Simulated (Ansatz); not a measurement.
System: 1,3-thiazol-2-ylsilane, C3H5NSSi (charge 0, singlet). 
Coordinates optimised at B3LYP-D3(BJ)/def2-TZVP (Ansatz, a quantum-chemistry and plane-wave program):
```xyz
11

Si     2.2045     0.2241     0.0526
C      0.3326     0.2107     0.0713
N     -0.3969     1.2311     0.4463
C     -1.7327     0.9607     0.3661
C     -2.0526    -0.2900    -0.0782
S     -0.6224    -1.1685    -0.4110
H      2.7185     0.4670     1.4174
H      2.6899     1.2827    -0.8583
H      2.6598    -1.1001    -0.4278
H     -2.4477     1.7200     0.6473
H     -3.0307    -0.7183    -0.2194
```
Charge 0, spin multiplicity 1.

Atomisation energy built up term by term with Ansatz (kcal/mol; UHF references for open shells; valence terms freeze the core; atomic spin-orbit terms are left out). CBS(X,Y): correlation extrapolated as X^-3; Hartree-Fock from the larger set.

The Hartree-Fock reference is unstable (checked in the largest basis), which strains HF and MP2. 

```json
[
 {"term": "Hartree-Fock", "basis": "aug-cc-pV(Q+d)Z", "kcal/mol": "…"},
 {"term": "CCSD correlation", "basis": "CBS(aug-cc-pV(T+d)Z,aug-cc-pV(Q+d)Z)", "kcal/mol": "291.82"},
 {"term": "(T)", "basis": "CBS(aug-cc-pV(T+d)Z,aug-cc-pV(Q+d)Z)", "kcal/mol": "…"},
 {"term": "core correlation", "basis": "cc-pwCVTZ", "kcal/mol": "4.21"},
 {"term": "scalar relativity (X2C)", "basis": "cc-pVTZ-DK against cc-pVTZ", "kcal/mol": "-1.67"},
 {"term": "sum: De", "basis": "", "kcal/mol": "…"}
]
```

**Question.** Complete the blanks.

**Answer.** 
- Hartree-Fock, kcal/mol: 730.05
- (T), kcal/mol: 27.33
- sum: De, kcal/mol: 1051.7
